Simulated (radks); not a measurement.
Q: The rhenium ion Re17+, 58 electrons, occupied as [Kr] 4d10 4f12. Calculated with a radial shooting solver on a logarithmic mesh with Libxc functionals: Dirac Kohn-Sham, PBE, spin-unpolarised, spherical densities, point nucleus; open shells are shared between the two j in proportion to 2j + 1. Some entries of the table are withheld. Estimate them.

| orbital | occ. | eigenvalue (eV) | <1/r> (bohr^-1) | <r> (bohr) |
|---|---|---|---|---|
| 1s1/2 | 2 | -71957.86 | 88.82 | 0.01803 |
| 2s1/2 | 2 | (1) | 21.65 | 0.07556 |
| 2p1/2 | 2 | -12251.79 | 21.61 | 0.06245 |
| 2p3/2 | 4 | -10811.27 | 18.04 | 0.07052 |
| 3s1/2 | 2 | -3253.524 | 7.952 | 0.1968 |
| 3p1/2 | 2 | (2) | 7.864 | 0.1868 |
| 3p3/2 | 4 | (3) | 6.942 | 0.2017 |
| 3d3/2 | 4 | -2301.445 | 6.837 | 0.1763 |
| 3d5/2 | 6 | -2233.406 | 6.620 | 0.1809 |
| 4s1/2 | 2 | -972.7615 | 3.372 | 0.4370 |
| 4p1/2 | 2 | (4) | 3.266 | 0.4406 |
| 4p3/2 | 4 | (5) | 2.951 | 0.4720 |
| 4d3/2 | 4 | -633.3609 | 2.758 | 0.4814 |
| 4d5/2 | 6 | -619.2112 | 2.685 | 0.4914 |
| 4f5/2 | 5.14286 | -409.3000 | (6) | (7) |
| 4f7/2 | 6.85714 | -406.3161 | (8) | (9) |

A: 
(1) 2s1/2 eigenvalue (eV): -12787.32
(2) 3p1/2 eigenvalue (eV): -3014.796
(3) 3p3/2 eigenvalue (eV): -2701.561
(4) 4p1/2 eigenvalue (eV): -872.7426
(5) 4p3/2 eigenvalue (eV): -798.0103
(6) 4f5/2 <1/r> (bohr^-1): 2.355
(7) 4f5/2 <r> (bohr): 0.5124
(8) 4f7/2 <1/r> (bohr^-1): 2.330
(9) 4f7/2 <r> (bohr): 0.5175
